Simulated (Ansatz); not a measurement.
The cluster AlCu₆⁻, 7 atoms. Hardware: 4 threads of Intel Xeon Platinum 8259CL on a shared host.

Correlated methods freeze 59 core orbitals.

**Question.** How many basis functions does each of these Ansatz runs have, and roughly what does it cost? PBE0-D4/def2-TZVPD, charge -1 singlet, energy, from earlier orbitals; MP2/def2-SVPD, charge -1 singlet, energy, from earlier orbitals; PBE-D4/def2-SVPD, charge -1 singlet, relaxation, 11 steps; LDA (SPW92)/def2-TZVPD, charge -1 singlet, energy, from earlier orbitals; RPA@PBE/def2-SVPD, charge -1 singlet, energy, from earlier orbitals; PBE-D4/def2-TZVPD, charge -1 singlet, energy and forces, from earlier orbitals; r2SCAN-D4/def2-TZVPD, charge -1 singlet, energy, from earlier orbitals; B2PLYP/def2-TZVPD, charge -1 singlet, energy, from earlier orbitals; r2SCANh-D4/def2-TZVPD, charge -1 singlet, energy, from earlier orbitals.

**Answer.** Other jobs shared the machine, so times can vary by a factor of up to 3.

```tsv
run	functions	fitting or Cholesky vectors	wall time	peak host memory (GiB)
LDA (SPW92)/def2-TZVPD, charge -1 singlet, energy, from earlier orbitals	331	3078	10 s	1.1
PBE-D4/def2-TZVPD, charge -1 singlet, energy and forces, from earlier orbitals	331	3078	20 s	1.1
MP2/def2-SVPD, charge -1 singlet, energy, from earlier orbitals	228	2390	31 s	1.3
r2SCAN-D4/def2-TZVPD, charge -1 singlet, energy, from earlier orbitals	331	3078	33 s	1.2
PBE0-D4/def2-TZVPD, charge -1 singlet, energy, from earlier orbitals	331	3136	44 s	2.3
r2SCANh-D4/def2-TZVPD, charge -1 singlet, energy, from earlier orbitals	331	3136	54 s	2.4
B2PLYP/def2-TZVPD, charge -1 singlet, energy, from earlier orbitals	331	3136	57 s	2.4
PBE-D4/def2-SVPD, charge -1 singlet, relaxation, 11 steps	228	2629	87 s	0.62
RPA@PBE/def2-SVPD, charge -1 singlet, energy, from earlier orbitals	228	2390	91 s	2
```
